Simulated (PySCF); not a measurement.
Computed IR spectrum (relative IR intensity) of a molecule C₄H₉FSi. Geometry optimised at PBE-D3(BJ)/def2-SVP. Other conformers were not sampled. Calculation: PBE-D3(BJ)/def2-SVP (PySCF 2.14.0). Frequencies are harmonic and unscaled.

Lines under 2 % of the strongest are left out, and lines within 2 cm⁻¹ are merged.

```tsv
ν (cm⁻¹)	relative intensity
315	3.1
375	2.7
614	18
638	21
825	13
871	23
882	100
900	13
913	20
917	11
971	5.3
994	6.9
1064	4.6
1072	2.3
1138	12
1163	15
1406	7.2
1414	3.8
2165	32
2176	60
2182	58
2968	14
3051	8.8
3059	5.1
3078	5.2
```

Problem. Pick the molecule that these values belong to.
(A) F[C@H]1C[C@@H]([SiH3])C1
(B) C=CCC[SiH2]F
(C) C/C=C/C[SiH2]F
(D) C[C@H]1C[C@@]1(F)[SiH3]

Solution. D, C[C@H]1C[C@@]1(F)[SiH3]
